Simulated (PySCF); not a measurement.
**A series of related molecules**

Level of theory: PySCF 2.14.0, TDA CAM-B3LYP/def2-TZVP excited states, vertical, gas phase. Geometry: PBE0-D3(BJ)/def2-SVP.

Each molecule in one low-energy conformer.

(1) How does the vertical S1–T1 gap change along this series?
- N#CC=C=C([SiH3])C#N (H replaced by SiH3)
- N#CC=C=C(C#N)C=O (H replaced by CHO)
- CSC(=C=CC#N)C#N (H replaced by SCH3)

## Answers

(1) 
```tsv
molecule	S1 (eV)	S1 from	f(S1)	T1 (eV)	T1 from	S1 − T1 (eV)	S0–T1 spin-orbit coupling (cm⁻¹)	S1–T1 spin-orbit coupling (cm⁻¹)
N#CC=C=C([SiH3])C#N	5.01	HOMO→LUMO	0.002	3.83	HOMO−1→LUMO / HOMO→LUMO+1	1.17	1.02	2.10
N#CC=C=C(C#N)C=O	3.79	HOMO→LUMO	0.000	3.27	HOMO→LUMO	0.52	49.59	0.68
CSC(=C=CC#N)C#N	3.89	HOMO→LUMO	0.000	3.35	HOMO→LUMO+1	0.54	19.60	25.80
```
The vertical S1–T1 gap is lowest for N#CC=C=C(C#N)C=O and highest for N#CC=C=C([SiH3])C#N.
